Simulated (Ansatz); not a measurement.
Ansatz (a quantum-chemistry and plane-wave program) input:

Ansatz 0.2 input:
```yaml
crystal:
  periodic: [false, false, false]
  atoms:
    - {symbol: Zn, position_ang: [0.00000000, 0.00000000, 0.00000000]}
    - {symbol: Br, position_ang: [0.00000000, 0.00000000, 2.24105628]}
    - {symbol: Br, position_ang: [-0.00000000, -0.00000000, -2.24105628]}
basis:
  gaussian:
    orbitals: def2-SVPD
magnetization: {spin_polarized: false}
correlation: {method: ccsd_t, electrons: outside_noble_gas}
output: {forces: true}
```

### Question
Which total energy does the run end on?

### Answer
-6922.46856 Eh (CCSD(T)/def2-SVPD). The basis has 116 functions. The run takes around 26 core-seconds (rough).
